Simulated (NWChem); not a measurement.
NH$_{3}$Te; SMILES N[TeH]

```xyz
5

Te     0.0236    -0.2869     0.0000
H     -1.6406    -0.5301     0.0000
N      0.0900     1.7576     0.0000
H     -0.3702     2.1329     0.8271
H     -0.3702     2.1329    -0.8271
```
Atoms are numbered in this order, from 1.

Level: PBE0/def2-SVP with def2 effective core potentials on Te (NWChem), optimised geometry, unscaled harmonic frequencies. def2 effective core potentials on Te; no spin-orbit coupling.

Q: List the harmonic frequencies with IR intensities, and the thermochemistry.

A: 
```csv
frequency (cm⁻¹),IR intensity (km/mol)
417,27.7
522,84.6
671,18.9
793,68.2
960,1.2
1545,18.4
2058,123.3
3547,14.9
3659,28.3
```

```json
{
 "zero_point_energy": "20.2 kcal/mol",
 "thermal correction to the enthalpy at 298.15 K (with zero-point energy)": "23.1 kcal/mol",
 "heat capacity Cv": "10.6 cal/(mol K)",
 "entropy at 298.15 K and 1 atm (symmetry number 1)": "64.4 cal/(mol K)"
}
```

Rigid rotor and harmonic oscillator.
